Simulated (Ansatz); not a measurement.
A CCSD(T) single point on CH$_{10}$AlNSi$_{2}$, SMILES `[NH2][Al]([SiH3])[CH2][SiH3]`.

```yaml
crystal:
  periodic: [false, false, false]
  atoms:
    - {symbol: N, position_ang: [0.269846, 1.104739, 1.722409]}
    - {symbol: Al, position_ang: [-0.474889, 0.099270, 0.472336]}
    - {symbol: Si, position_ang: [-2.859371, 0.426219, 0.009776]}
    - {symbol: C, position_ang: [0.665262, -1.189706, -0.454305]}
    - {symbol: Si, position_ang: [2.284961, -0.471697, -1.026831]}
    - {symbol: H, position_ang: [-0.215964, 1.797773, 2.268397]}
    - {symbol: H, position_ang: [1.244416, 1.081292, 1.979038]}
    - {symbol: H, position_ang: [-3.091223, 0.807467, -1.414669]}
    - {symbol: H, position_ang: [-3.469184, 1.492347, 0.856224]}
    - {symbol: H, position_ang: [-3.641120, -0.823279, 0.245999]}
    - {symbol: H, position_ang: [0.129431, -1.614786, -1.309480]}
    - {symbol: H, position_ang: [0.878779, -2.018522, 0.232582]}
    - {symbol: H, position_ang: [3.068901, 0.023442, 0.140222]}
    - {symbol: H, position_ang: [2.051032, 0.686634, -1.935104]}
    - {symbol: H, position_ang: [3.137223, -1.451890, -1.757093]}
basis:
  gaussian: {orbitals: def2-TZVPP}
correlation: {method: ccsd_t}
```

```sh
$ ansatz run in.yaml --threads 2 --pin off --events-out ev --progress --plain --max-ram 22528MiB --backend cuda --devices 0, --max-vram 18GiB
```

The program prints (abridged):

```
Functional definition: HF
1869 factors; integrals over basis functions are off by at most 9.3e-4 eV
mean field evaluation 1: about -24975.3212 eV, gradient 4.6e1 eV
mean field evaluation 2: about -24975.5113 eV, gradient 4.7e1 eV
mean field evaluation 4: about -24980.9927 eV, gradient 4.3e0 eV
mean field evaluation 8: about -24981.0904 eV, gradient 2.8e-1 eV
mean field evaluation 16: about -24981.0909 eV, gradient 1.7e-6 eV
mean field -24981.09092731 eV, -918.0381587871 hartree, gradient 1.7e-6 eV, S^2 0.000000; 0 other end points of the search recorded, 0 dependent functions left out
17 core orbitals not correlated: weight in the atoms' cores, before any rotation towards them, 1.000 or more for the frozen orbitals, at most 0.000 for the correlated occupied ones
reference -24981.09092731 eV, -918.0381587871 hartree; 15, 15 occupied and 296, 296 virtual orbitals, 1869 factors
second order -19.82564035 eV of doubles, -0.00000000 eV of singles
cycle   1  -21.08648444 eV  change    -1.3e0 eV  update   1.0e-1
cycle   2  -21.71006016 eV  change   -6.2e-1 eV  update   3.3e-2
cycle   3  -21.79634960 eV  change   -8.6e-2 eV  update   1.5e-2
cycle   4  -21.78780398 eV  change    8.5e-3 eV  update   4.3e-3
cycle   5  -21.78662175 eV  change    1.2e-3 eV  update   2.1e-3
cycle   6  -21.78643457 eV  change    1.9e-4 eV  update   6.3e-4
cycle   7  -21.78625408 eV  change    1.8e-4 eV  update   2.4e-4
cycle   8  -21.78633095 eV  change   -7.7e-5 eV  update   9.4e-5
cycle   9  -21.78635305 eV  change   -2.2e-5 eV  update   3.0e-5
perturbative correction -0.80959325 eV, -0.0297520031 hartree
Total energy: -25003.68687361 eV, -918.8685444975 hartree
```

Hardware: 2 threads of an AMD EPYC 7R13 on a shared host and a share of an NVIDIA H100 80 GB. Wall time 4.9 s, peak host memory 1.3 GiB.

Correlation energy per correlated electron: -0.753 eV. T1 diagnostic: 0.0123.
